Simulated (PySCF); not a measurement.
CH7AlN2. Atoms are numbered in the order given.

```xyz
11

Al     0.0230     0.0236     0.0047
C     -1.4564    -1.2511    -0.1395
H     -1.2267    -2.0483    -0.8679
H     -2.3900    -0.7679    -0.4729
H     -1.6659    -1.7481     0.8229
N      0.0036     1.5497    -0.9141
H      0.7291     2.2597    -0.9184
H     -0.7535     1.8364    -1.5267
N      1.4231    -0.3254     1.0497
H      2.2428     0.2606     1.1737
H      1.5177    -1.1627     1.6158
```

Geometry optimised at B3LYP-D3(BJ)/def2-SVP. The structure was generated by enumeration; whether it is a known compound was not checked. The values are those of a single conformer.

Calculation: B3LYP-D3(BJ)/def2-SVP (PySCF 2.14.0).

Frequencies are harmonic and unscaled.

A small imaginary wavenumber (i) marks a very flat motion, where grid noise or a shallow saddle decides the sign.

Computed normal modes with their intensities:
```tsv
mode	ν (cm⁻¹)	IR (km/mol)	Raman (Å⁴/amu)	depolarisation	moving atoms (share of kinetic energy)
1	8i	0.0	0.1	0.75	H 97 %
2	172	2.0	1.5	0.75	H 36 %, N 26 %, C 23 %, Al 14 %
3	199	2.0	2.0	0.73	N 42 %, H 37 %, Al 14 %
4	215	10.6	0.3	0.74	Al 55 %, H 24 %, N 18 %
5	236	0.1	0.0	–	H 97 %
6	358	0.3	0.1	0.75	H 81 %, N 19 %
7	367	13.7	0.0	–	H 98 %
8	391	337.7	0.0	–	H 80 %, N 19 %
9	554	1.5	0.2	0.49	H 86 %, N 11 %
10	578	0.4	17.8	0.08	C 48 %, H 23 %, N 22 %
11	661	33.0	0.4	0.69	H 74 %, C 18 %
12	671	42.3	3.1	0.18	H 60 %, N 39 %
13	694	23.6	1.1	0.75	H 69 %, C 17 %, N 14 %
14	810	186.5	5.3	0.20	Al 43 %, N 33 %, H 19 %
15	881	184.8	3.2	0.75	Al 49 %, N 37 %, H 13 %
16	1219	24.9	1.1	0.07	H 79 %, C 21 %
17	1432	0.3	11.7	0.75	H 95 %
18	1435	1.5	11.0	0.75	H 95 %
19	1526	74.3	7.4	0.75	H 89 %, N 11 %
20	1535	19.9	4.7	0.72	H 90 %, N 10 %
21	3017	6.2	123.1	0.00	H 97 %
22	3097	10.3	87.4	0.74	H 91 %, C 9 %
23	3107	13.4	91.8	0.75	H 91 %, C 9 %
24	3575	24.8	6.0	0.45	H 96 %
25	3576	5.5	297.6	0.11	H 96 %
26	3657	18.2	139.6	0.74	H 92 %, N 8 %
27	3658	9.4	54.4	0.75	H 92 %, N 8 %
```
